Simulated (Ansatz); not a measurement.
The cluster K6⁻. Charge -1, multiplicity 2. Geometry r2SCAN/def2-SVPD; atoms count from 1.

```xyz
6

K    -2.6664    1.7982   -2.5743
K     2.4335    2.1573    2.4403
K    -1.6741    0.6294    1.6804
K     1.6382    0.6458   -1.6845
K    -1.4352   -2.7381   -1.5455
K     1.7040   -2.4925    1.6835
```

The geometry of the doublet was relaxed on an unsound state (⟨S²⟩ 1.38, where a pure state has 0.75). Another isomer (doublet) lies 0.03 eV lower at PBE0/def2-TZVPD; other spin states weren't run for this one.

Problem. Estimate the Mulliken populations from the PBE0/def2-TZVPD orbitals of Ansatz.

Solution. 
```tsv
atom	charge (e)	spin (α − β)
K1	-0.21	-0.03
K2	-0.21	0.00
K3	-0.14	0.52
K4	-0.14	0.54
K5	-0.15	-0.03
K6	-0.15	0.00
```
Mulliken values and Mayer orders depend strongly on the basis. With diffuse functions, as here, like atoms can get unlike values, and bond orders can come out too low or too high.

Problem. Where does the spin sit?

Solution. Summed by element: K 1.00, of 1 unpaired in all. Largest on single atoms: K4 0.54, K3 0.52, K5 -0.03.

Problem. And the Mayer bond orders between bonded heavy atoms (over 0.3)?

Solution. K1–K3 0.37 (4.52 Å); K1–K4 0.37 (4.54 Å); K1–K5 0.32 (4.81 Å); K2–K3 0.38 (4.45 Å); K2–K4 0.38 (4.46 Å); K2–K6 0.32 (4.77 Å); K5–K6 0.47 (4.51 Å).
